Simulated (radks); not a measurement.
Values are calculated unless marked as measured or tabulated.
Question: Mean orbital radii <r> (bohr) of the holmium ion Ho+, [Xe] 4f11 6s1, of relativity; Dirac values are averaged over j with weights 2j + 1. Spin-unpolarised spherical Kohn-Sham, PBEsol, point nucleus unless stated (finite: rms radius 5.2022 fm), a radial shooting solver on a logarithmic mesh with Libxc functionals. A level marked "c x" has the speed of light scaled by that factor and shares open shells by 2j + 1; other Dirac levels either fill j = l - 1/2 first or share by 2j + 1.

shell       non-rel.
3s            0.2468
3p            0.2366
3d            0.2091
4s            0.5561
4p            0.5679
4d            0.5984
5s             1.381
5p             1.567
4f            0.8040
6s             3.924
5d (empty)     2.680
6p (empty)     4.851

Give the values at the level "Dirac, c x 0.85".

Answer: 
shell       Dirac, c x 0.85  change of magnitude (%)
3s                   0.2222                    -9.96
3p                   0.2248                    -4.97
3d                   0.2076                    -0.72
4s                   0.5035                    -9.45
4p                   0.5420                    -4.56
4d                   0.5967                    -0.28
5s                    1.234                   -10.67
5p                    1.494                    -4.65
4f                   0.8740                    +8.71
6s                    3.542                    -9.75
5d (empty)            2.819                    +5.16
6p (empty)            4.712                    -2.86
